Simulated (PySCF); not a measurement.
B(Cl)2(SeH) (BCl2HSe), SMILES ClB(Cl)[SeH].

Geometry: B3LYP-D3(BJ)/def2-SVP. One conformer was computed; it need not be the lowest.

Calculation: PBE/def2-TZVPD in PySCF.

The molecule is in vacuum.

Computed frontier levels, gap, dipole moment and polarisability:
| Property | Value |
|---|---|
| highest occupied level | -6.74 eV |
| lowest empty level | -2.46 eV |
| orbital gap | 4.28 eV |
| dipole moment | 0.227 e·Å |
| quadrupole, principal values (traceless, Buckingham form, about the centre of nuclear charge) | -1.57, -1.55, 3.13 D·Å |
| mean static polarisability | 74.3 bohr³ (11.01 Å³) |
| polarisability, principal values | 53.9, 78.7, 90.4 bohr³ |
